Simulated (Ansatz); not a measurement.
Consider the hydrogenolysis of the Se–Ge bond: `[OH][GeH2][SeH]` + H₂ → H₂Se + `[OH][GeH3]`.

Isolated molecules relaxed with PBE0-D4/def2-TZVP in Ansatz; ΔE leaves out vibrations. CCSD(T)/CBS adds triple-zeta CCSD(T) − MP2 to the extrapolated MP2 energy (def2 sets, frozen cores). This one scheme is used for every species. DFT in def2-TZVPP. B3LYP here is the variant with VWN-RPA as its local correlation; programs differ in this. For Ge, Se outer-core shells are correlated without core-valence functions, which leaves a few kJ/mol of doubt a bond. Scalar relativity is left out up to krypton. Each species was taken in one conformer, which may not be the lowest.

CCSD(T)/CBS gives +50.8 kJ/mol.

(1) Another level gave +47.8 kJ/mol. Which?
A. B3LYP/def2-TZVPP
B. ωB97M-V/def2-TZVPP
C. HF/def2-TZVPP
D. r2SCAN0-D4/def2-TZVPP

Largest T1 diagnostic among the species: 0.011.

## Answers

(1) B. ωB97M-V 47.8, HF/def2-TZVPP 30.7, B3LYP 41.5, r2SCAN0-D4 52.2 kJ/mol.

At CCSD(T), def2-SVP lies −17.1 kJ/mol from the extrapolated value and def2-TZVPP −3.7 kJ/mol. In def2-TZVPP, CCSD(T) changes the Hartree–Fock value by +16.4 kJ/mol (the triples alone add +4.8 kJ/mol) and MP2 by +26.1 kJ/mol.
